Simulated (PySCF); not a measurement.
C₂HF₅, quintet, at the geometry of the source list (a higher spin typed on purpose: for a closed-shell molecule this is an excited state); PySCF with MP2/pcseg-1.

Here is a job for PySCF.
```python
from pyscf import gto, scf, mp

mol = gto.Mole()
mol.atom = '''
    F     1.102200   -1.199300    0.674800
    C     0.779900   -0.121000   -0.054700
    F     1.418900    0.937000    0.466100
    C    -0.748200    0.111400    0.004700
    F    -1.192800    0.297900    1.238800
    F    -1.077500    1.181400   -0.720600
    F    -1.391400   -0.935900   -0.513700
    H     1.108800   -0.271500   -1.095500
'''
mol.basis = 'pcseg-1'
mol.charge = 0
mol.spin = 4
mol.verbose = 4
mol.build()

mf = scf.UHF(mol)
mf.kernel()

pt = mp.MP2(mf)
pt.kernel()
print('E(MP2) = %.10f' % pt.e_tot)
```

It wrote (shortened):

```
PySCF version 2.14.0

[INPUT] verbose = 4
[INPUT] num. atoms = 8
[INPUT] num. electrons = 58
[INPUT] charge = 0
[INPUT] spin (= nelec alpha-beta = 2S) = 4
[INPUT] symmetry False subgroup None
[INPUT] Mole.unit = angstrom
[INPUT] Symbol           X                Y                Z      unit          X                Y                Z       unit  Magmom
[INPUT]  1 F      1.102200000000  -1.199300000000   0.674800000000 AA    2.082856134496  -2.266348541191   1.275187188857 Bohr   0.0
[INPUT]  2 C      0.779900000000  -0.121000000000  -0.054700000000 AA    1.473797404548  -0.228656861072  -0.103368019014 Bohr   0.0
[INPUT]  3 F      1.418900000000   0.937000000000   0.466100000000 AA    2.681332398145   1.770673378717   0.880801346660 Bohr   0.0
[INPUT]  4 C     -0.748200000000   0.111400000000   0.004700000000 AA   -1.413893086400   0.210515490277   0.008881712785 Bohr   0.0
[INPUT]  5 F     -1.192800000000   0.297900000000   1.238800000000 AA   -2.254065321381   0.562949412508   2.340992723111 Bohr   0.0
[INPUT]  6 F     -1.077500000000   1.181400000000  -0.720600000000 AA   -2.036179899219   2.232522443561  -1.361736645362 Bohr   0.0
[INPUT]  7 F     -1.391400000000  -0.935900000000  -0.513700000000 AA   -2.629364929720  -1.768594679980  -0.970752310189 Bohr   0.0
[INPUT]  8 H      1.108800000000  -0.271500000000  -1.095500000000 AA    2.095328326918  -0.513060642819  -2.070194969461 Bohr   0.0

nuclear repulsion = 359.1601878709
number of shells = 23
number of NR pGTOs = 182
number of NR cGTOs = 103
basis = pcseg-1
ecp = {}

******** <class 'pyscf.scf.uhf.UHF'> ********
method = UHF
initial guess = minao
damping factor = 0
level_shift factor = 0
DIIS = <class 'pyscf.scf.diis.CDIIS'>
diis_start_cycle = 1
diis_space = 8
diis_damp = 0
SCF conv_tol = 1e-09
SCF conv_tol_grad = None
SCF max_cycles = 50
direct_scf = True
direct_scf_tol = 1e-13
number electrons alpha = 31  beta = 27
Set gradient conv threshold to 3.16228e-05
init E= -574.46500238508

cycle= 1 E= -572.120983987767  delta_E= 2.34  |g|= 0.85  |ddm|= 7.97

cycle= 2 E= -572.321571631739  delta_E= -0.201  |g|= 0.605  |ddm|= 3.48

cycle= 3 E= -572.458016050221  delta_E= -0.136  |g|= 0.101  |ddm|= 0.913

cycle= 4 E= -572.465529409789  delta_E= -0.00751  |g|= 0.0408  |ddm|= 0.266

cycle= 5 E= -572.468465519347  delta_E= -0.00294  |g|= 0.0208  |ddm|= 0.212

cycle= 6 E= -572.46940869967  delta_E= -0.000943  |g|= 0.0131  |ddm|= 0.106

cycle= 7 E= -572.469911174451  delta_E= -0.000502  |g|= 0.00928  |ddm|= 0.0687

cycle= 8 E= -572.470344006243  delta_E= -0.000433  |g|= 0.00493  |ddm|= 0.0913

cycle= 9 E= -572.470479224492  delta_E= -0.000135  |g|= 0.00256  |ddm|= 0.0565

cycle= 10 E= -572.470509531634  delta_E= -3.03e-05  |g|= 0.00166  |ddm|= 0.0266

cycle= 11 E= -572.470521360519  delta_E= -1.18e-05  |g|= 0.000919  |ddm|= 0.0202

cycle= 12 E= -572.470525547844  delta_E= -4.19e-06  |g|= 0.000504  |ddm|= 0.0166

cycle= 13 E= -572.470526875857  delta_E= -1.33e-06  |g|= 0.000339  |ddm|= 0.0115

cycle= 14 E= -572.470527448243  delta_E= -5.72e-07  |g|= 0.000212  |ddm|= 0.0087

cycle= 15 E= -572.470527687047  delta_E= -2.39e-07  |g|= 0.000128  |ddm|= 0.00605

cycle= 16 E= -572.47052778387  delta_E= -9.68e-08  |g|= 5.89e-05  |ddm|= 0.00512

cycle= 17 E= -572.470527796032  delta_E= -1.22e-08  |g|= 3.13e-05  |ddm|= 0.00119

cycle= 18 E= -572.470527799598  delta_E= -3.57e-09  |g|= 1.74e-05  |ddm|= 0.000813

cycle= 19 E= -572.47052780049  delta_E= -8.92e-10  |g|= 1.02e-05  |ddm|= 0.000212

Extra cycle  E= -572.470527800733  delta_E= -2.43e-10  |g|= 8.29e-06  |ddm|= 5.88e-05
converged SCF energy = -572.470527800733  <S^2> = 6.0278789  2S+1 = 5.0111391

******** <class 'pyscf.mp.ump2.UMP2'> ********
nocc = (np.int64(31), np.int64(27)), nmo = (103, 103)
E(UMP2) = -573.698148930316  E_corr = -1.22762112958256
E(SCS-UMP2) = -573.626161231371  E_corr = -1.15563343063725
E_corr(same-spin) = -0.366359913302101
E_corr(oppo-spin) = -0.861261216280457
E(MP2) = -573.6981489303
```
